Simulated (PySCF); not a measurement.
Partial charges of `C/C(=C/CCN)C(Cl)Cl`

C6H11Cl2N.
Cartesian coordinates in Å at the GFN2-xTB level; atoms count from 1:
```
atom  x, y, z in Å
C1    -2.6614   -0.5628   -0.7072
C2    -1.3503   -0.1255   -0.1292
C3    -0.2936   -0.9338   -0.0677
C4     1.0757   -0.6134    0.4341
C5     1.9467   -0.0335   -0.7082
N6     3.3078    0.2787   -0.3360
C7    -1.3094    1.2800    0.3711
Cl8   -1.6558    2.4322   -0.9523
Cl9   -2.5058    1.5302    1.6782
H10   -3.4532   -0.4581    0.0327
H11   -2.6144   -1.5981   -1.0308
H12   -2.9198    0.0622   -1.5609
H13   -0.4053   -1.9295   -0.4752
H14    1.5470   -1.5278    0.8024
H15    1.0464    0.1010    1.2600
H16    1.4802    0.8817   -1.0821
H17    1.9818   -0.7529   -1.5301
H18    3.3284    0.9632    0.4123
H19    3.7921   -0.5519   -0.0131
H20   -0.3423    1.5688    0.7795
```

Density: PBE0/pcSseg-1 (PySCF); schemes: Mulliken, IAO, Hirshfeld and ESP-fitted. Isolated species at its GFN2-xTB geometry (one conformer only).

**Question.** Atoms with like bonding are taken together and averaged. At which atom do the 4 schemes differ most?

**Answer.** At N6: from -0.951 (ESP-fitted) to -0.239 e (Hirshfeld), 0.712 e apart.

**Question.** Which atoms carry the lowest charge in the Mulliken, IAO, Hirshfeld and ESP-fitted schemes?

**Answer.** All schemes agree: Mulliken N6 (-0.445); IAO N6 (-0.568); Hirshfeld N6 (-0.239); ESP-fitted N6 (-0.951).

**Question.** What partial charge does each atom carry?

**Answer.** In e; atoms taken as equivalent share a row and are averaged (×n: the atom named and its like, n in all):

```tsv
atom	environment	Mulliken	IAO	Hirshfeld	ESP-fitted
C1	allylic carbon	-0.111	-0.429	-0.132	-0.616
C2	fully substituted alkene carbon	-0.277	-0.007	-0.015	+0.266
C3	alkene CH carbon	-0.072	-0.138	-0.034	-0.283
C4	allylic carbon	-0.226	-0.286	-0.080	-0.087
C5	sp3 carbon bound to nitrogen	-0.048	-0.137	-0.023	+0.297
N6	primary amine nitrogen	-0.445	-0.568	-0.239	-0.951
C7	CHCl2 carbon	-0.225	-0.091	+0.037	-0.535
Cl8/Cl9	alkyl chlorine	-0.056	-0.080	-0.047	-0.019
H10/H11/H12	methyl hydrogen	+0.130	+0.155	+0.038	+0.192
H13	vinylic hydrogen	+0.093	+0.147	+0.048	+0.162
H14/H15	methylene hydrogen	+0.124	+0.135	+0.038	+0.049
H16/H17	methylene hydrogen	+0.127	+0.140	+0.038	+0.026
H18/H19	N–H hydrogen	+0.166	+0.240	+0.108	+0.350
H20	methine hydrogen	+0.198	+0.177	+0.048	+0.358
```

Mean size of the charges over all atoms: ESP-fitted 0.251 e, IAO 0.182 e, Mulliken 0.151 e, Hirshfeld 0.062 e. Each set sums to the total charge, 0, to within 0.001 e. The Mulliken scheme counts on each atom the diagonal of the density matrix times the overlap matrix over that atom's basis functions. The ESP scheme fits charges at the nuclei, held to the total charge, to the electrostatic potential on points at 1.4 to 2.0 times the van der Waals radii.

Some averages cover members that differ in this geometry: H10/H11/H12, ESP-fitted +0.167 to +0.212; H14/H15, ESP-fitted +0.031 to +0.068; H10/H11/H12, Mulliken +0.112 to +0.139 e.

**Question.** How many electrons does the IAO scheme count on C5?

**Answer.** Z − q = 6 − (-0.137) = 6.137.

**Question.** Sum the charges by element, for elements with more than one atom.

**Answer.** 
| element | atoms | Mulliken | IAO | Hirshfeld | ESP-fitted |
| --- | --- | --- | --- | --- | --- |
| C | 6 | -0.958 | -1.089 | -0.246 | -0.957 |
| Cl | 2 | -0.111 | -0.159 | -0.094 | -0.038 |
| H | 11 | +1.514 | +1.817 | +0.579 | +1.946 |
